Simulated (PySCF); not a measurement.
H$_{4}$Sn, charge -1, doublet, at the geometry of the source list (a state made from the parent by changing its charge; the spin is typed, not shown lowest) (all electrons, no relativity) (in this run its highest filled SCF level lies above zero, so its values depend strongly on the basis, on diffuse functions most of all); PySCF with HF/STO-3G.

Here is a job for PySCF.
```python
from pyscf import gto, scf

mol = gto.M(
    atom='''
Sn   -0.000400   -0.002400    0.000500
H    -1.076000    1.126800   -0.501600
H     0.245700   -1.089600   -1.199400
H    -0.588400   -0.761200    1.327900
H     1.419100    0.726500    0.372600
''',
    basis='sto-3g',
    charge=-1,
    spin=1,
    verbose=4,
)

mf = scf.UHF(mol)
mf.kernel()
mf.analyze()
```

What the program printed (banner, timings and long lists left out):

```
PySCF version 2.14.0

[INPUT] verbose = 4
[INPUT] num. atoms = 5
[INPUT] num. electrons = 55
[INPUT] charge = -1
[INPUT] spin (= nelec alpha-beta = 2S) = 1
[INPUT] symmetry False subgroup None
[INPUT] Mole.unit = angstrom
[INPUT] Symbol           X                Y                Z      unit          X                Y                Z       unit  Magmom
[INPUT]  1 Sn    -0.000400000000  -0.002400000000   0.000500000000 AA   -0.000755890450  -0.004535342699   0.000944863062 Bohr   0.0
[INPUT]  2 H     -1.076000000000   1.126800000000  -0.501600000000 AA   -2.033345310032   2.129343397160  -0.947886624082 Bohr   0.0
[INPUT]  3 H      0.245700000000  -1.089600000000  -1.199400000000 AA    0.464305708806  -2.059045585326  -2.266537513803 Bohr   0.0
[INPUT]  4 H     -0.588400000000  -0.761200000000   1.327900000000 AA   -1.111914851694  -1.438459526019   2.509367320810 Bohr   0.0
[INPUT]  5 H      1.419100000000   0.726500000000   0.372600000000 AA    2.681710343370   1.372886029497   0.704111954013 Bohr   0.0

nuclear repulsion = 65.7919204648009
number of shells = 15
number of NR pGTOs = 93
number of NR cGTOs = 31
basis = sto-3g
ecp = {}

******** <class 'pyscf.scf.uhf.UHF'> ********
method = UHF
initial guess = minao
damping factor = 0
level_shift factor = 0
DIIS = <class 'pyscf.scf.diis.CDIIS'>
diis_start_cycle = 1
diis_space = 8
diis_damp = 0
SCF conv_tol = 1e-09
SCF conv_tol_grad = None
SCF max_cycles = 50
direct_scf = True
direct_scf_tol = 1e-13
number electrons alpha = 28  beta = 27
Set gradient conv threshold to 3.16228e-05
init E= -5948.43553477538

cycle= 1 E= -5965.08034336113  delta_E= -16.6  |g|= 0.247  |ddm|= 2.77
cycle= 2 E= -5965.13171742636  delta_E= -0.0514  |g|= 0.0243  |ddm|= 0.468
cycle= 3 E= -5965.1324140254  delta_E= -0.000697  |g|= 0.00539  |ddm|= 0.0659
cycle= 4 E= -5965.13252068497  delta_E= -0.000107  |g|= 0.00452  |ddm|= 0.0478
cycle= 5 E= -5965.13268418632  delta_E= -0.000164  |g|= 0.0045  |ddm|= 0.0822
cycle= 6 E= -5965.13259127718  delta_E= 9.29e-05  |g|= 0.00434  |ddm|= 0.0484
cycle= 7 E= -5965.13191847422  delta_E= 0.000673  |g|= 0.00216  |ddm|= 0.567
cycle= 8 E= -5965.1319087011  delta_E= 9.77e-06  |g|= 0.00142  |ddm|= 0.051
cycle= 9 E= -5965.1319083753  delta_E= 3.26e-07  |g|= 0.00126  |ddm|= 0.0586
cycle= 10 E= -5965.1319120026  delta_E= -3.63e-06  |g|= 0.00129  |ddm|= 0.00833
cycle= 11 E= -5965.13187575406  delta_E= 3.62e-05  |g|= 0.000832  |ddm|= 0.0661
cycle= 12 E= -5965.1318510507  delta_E= 2.47e-05  |g|= 0.000166  |ddm|= 0.114
cycle= 13 E= -5965.13185071729  delta_E= 3.33e-07  |g|= 8.37e-05  |ddm|= 0.0177
cycle= 14 E= -5965.13185066717  delta_E= 5.01e-08  |g|= 2.44e-05  |ddm|= 0.00686
cycle= 15 E= -5965.13185066724  delta_E= -7.64e-11  |g|= 1.85e-05  |ddm|= 0.00113
Extra cycle  E= -5965.13185066918  delta_E= -1.94e-09  |g|= 1.94e-05  |ddm|= 0.000202
converged SCF energy = -5965.13185066918  <S^2> = 0.75378857  2S+1 = 2.003785
**** SCF Summaries ****
Total Energy =                       -5965.131850669184132
Nuclear Repulsion Energy =              65.791920464800882
One-electron Energy =                -8399.548170583242609
Two-electron Energy =                 2368.624399449258362
Two-electron Coulomb Energy =         2530.040386072699675
DFT Exchange-Correlation Energy =     -161.415986623441313
**** MO energy ****
                             alpha | beta                alpha | beta
MO #1   energy= -1029.50322390429  | -1029.50269566921  occ= 1 | 1
MO #2   energy= -153.137254583857  | -153.136530732034  occ= 1 | 1
MO #3   energy= -144.966960606174  | -144.966142740535  occ= 1 | 1
MO #4   energy= -144.966691005669  | -144.966070630501  occ= 1 | 1
MO #5   energy= -144.966639624506  | -144.96517106372   occ= 1 | 1
MO #6   energy= -29.2149028822477  | -29.2137203022884  occ= 1 | 1
MO #7   energy= -26.1974627452496  | -26.1969947601557  occ= 1 | 1
MO #8   energy= -26.1974066947637  | -26.196721644919   occ= 1 | 1
MO #9   energy= -26.197098668822   | -26.1935111280343  occ= 1 | 1
MO #10  energy= -17.8002790986852  | -17.7995157861209  occ= 1 | 1
MO #11  energy= -17.7997286248215  | -17.7982447922626  occ= 1 | 1
MO #12  energy= -17.7977948274081  | -17.7964018579667  occ= 1 | 1
MO #13  energy= -17.7973683903351  | -17.7962833463497  occ= 1 | 1
MO #14  energy= -17.7972883140337  | -17.7961692836818  occ= 1 | 1
MO #15  energy= -4.43044155497872  | -4.42548824654399  occ= 1 | 1
MO #16  energy= -3.1860467495988   | -3.18290720139434  occ= 1 | 1
MO #17  energy= -3.18591903190104  | -3.18239368609742  occ= 1 | 1
MO #18  energy= -3.17889069011506  | -3.1676427101269   occ= 1 | 1
MO #19  energy= -0.528431800399643 | -0.515925101766919 occ= 1 | 1
MO #20  energy= -0.511860055072791 | -0.506205635503267 occ= 1 | 1
MO #21  energy= -0.511697373855963 | -0.505635814255981 occ= 1 | 1
MO #22  energy= -0.505677470228948 | -0.504912981989911 occ= 1 | 1
MO #23  energy= -0.495779328874905 | -0.49042102124357  occ= 1 | 1
MO #24  energy= -0.299567547054096 | -0.262511443264919 occ= 1 | 1
MO #25  energy= -0.115888750025261 | -0.0799558918545038 occ= 1 | 1
MO #26  energy= -0.113277002361976 | -0.0657838175968847 occ= 1 | 1
MO #27  energy= -0.107966955189508 | -0.0580253068877906 occ= 1 | 1
MO #28  energy= 0.484145448679605  | 0.804208620463682  occ= 1 | 0
MO #29  energy= 0.74695092949648   | 0.806894015140252  occ= 0 | 0
MO #30  energy= 0.769210021944904  | 0.820823582959498  occ= 0 | 0
MO #31  energy= 0.774096689341646  | 0.842952601151521  occ= 0 | 0

To work with the spin densities directly, `use mulliken_meta_spin()` only printing them here.

 ** Mulliken spin pop alpha/beta on meta-lowdin orthogonal AOs **
 ** Mulliken Spin Density (per AO)  **
spin_pop of  0 Sn 1s       -0.00000
spin_pop of  0 Sn 2s       -0.00000
spin_pop of  0 Sn 3s       -0.00000
spin_pop of  0 Sn 4s       -0.00001
spin_pop of  0 Sn 5s       -0.00825
spin_pop of  0 Sn 2px      -0.00000
spin_pop of  0 Sn 2py       0.00000
spin_pop of  0 Sn 2pz      -0.00000
spin_pop of  0 Sn 3px       0.00000
spin_pop of  0 Sn 3py       0.00002
spin_pop of  0 Sn 3pz      -0.00000
spin_pop of  0 Sn 4px      -0.00003
spin_pop of  0 Sn 4py       0.00017
spin_pop of  0 Sn 4pz      -0.00002
spin_pop of  0 Sn 5px      -0.02575
spin_pop of  0 Sn 5py       0.59290
spin_pop of  0 Sn 5pz      -0.02507
spin_pop of  0 Sn 3dxy      0.00000
spin_pop of  0 Sn 3dyz      0.00000
spin_pop of  0 Sn 3dz^2     0.00001
spin_pop of  0 Sn 3dxz      0.00000
spin_pop of  0 Sn 3dx2-y2    0.00000
spin_pop of  0 Sn 4dxy      0.00002
spin_pop of  0 Sn 4dyz     -0.00000
spin_pop of  0 Sn 4dz^2     0.00489
spin_pop of  0 Sn 4dxz      0.00378
spin_pop of  0 Sn 4dx2-y2    0.00148
spin_pop of  1 H 1s        0.13408
spin_pop of  2 H 1s        0.08913
spin_pop of  3 H 1s        0.09670
spin_pop of  4 H 1s        0.13595
 ** Mulliken Spin Density (per atom)  **
spin density of  0 Sn =      0.54414
spin density of  1 H =      0.13408
spin density of  2 H =      0.08913
spin density of  3 H =      0.09670
spin density of  4 H =      0.13595
 ** Mulliken pop alpha/beta on meta-lowdin orthogonal AOs **
 ** Mulliken pop       alpha | beta **
pop of  0 Sn 1s        1.00000 | 1.00000
pop of  0 Sn 2s        0.99999 | 0.99999
pop of  0 Sn 3s        0.99990 | 0.99990
pop of  0 Sn 4s        0.99994 | 0.99995
pop of  0 Sn 5s        0.50672 | 0.51497
pop of  0 Sn 2px       1.00000 | 1.00000
pop of  0 Sn 2py       1.00000 | 1.00000
pop of  0 Sn 2pz       1.00000 | 1.00000
pop of  0 Sn 3px       0.99998 | 0.99998
pop of  0 Sn 3py       1.00000 | 0.99998
pop of  0 Sn 3pz       0.99998 | 0.99998
pop of  0 Sn 4px       0.99980 | 0.99982
pop of  0 Sn 4py       0.99999 | 0.99983
pop of  0 Sn 4pz       0.99979 | 0.99981
pop of  0 Sn 5px       0.38955 | 0.41530
pop of  0 Sn 5py       0.97330 | 0.38040
pop of  0 Sn 5pz       0.37528 | 0.40035
pop of  0 Sn 3dxy      0.99999 | 0.99999
pop of  0 Sn 3dyz      0.99999 | 0.99999
pop of  0 Sn 3dz^2     1.00000 | 0.99999
pop of  0 Sn 3dxz      1.00000 | 1.00000
pop of  0 Sn 3dx2-y2    1.00000 | 1.00000
pop of  0 Sn 4dxy      0.98970 | 0.98968
pop of  0 Sn 4dyz      0.98875 | 0.98876
pop of  0 Sn 4dz^2     0.99982 | 0.99493
pop of  0 Sn 4dxz      0.99957 | 0.99579
pop of  0 Sn 4dx2-y2    0.99844 | 0.99696
pop of  1 H 1s        0.70776 | 0.57368
pop of  2 H 1s        0.67876 | 0.58963
pop of  3 H 1s        0.68398 | 0.58729
pop of  4 H 1s        0.70902 | 0.57306
In total            28.00000 | 27.00000
 ** Mulliken atomic charges   ( Nelec_alpha | Nelec_beta ) **
charge of  0Sn =      0.10317  (    25.22048     24.67635 )
charge of  1H =     -0.28144  (     0.70776      0.57368 )
charge of  2H =     -0.26838  (     0.67876      0.58963 )
charge of  3H =     -0.27127  (     0.68398      0.58729 )
charge of  4H =     -0.28208  (     0.70902      0.57306 )

WARN: System has nonzero charge -1; the dipole moment is origin-dependent.
Location of origin: [0. 0. 0.]

Dipole moment(X, Y, Z, Debye): -0.05794, -0.31117,  0.02088
```
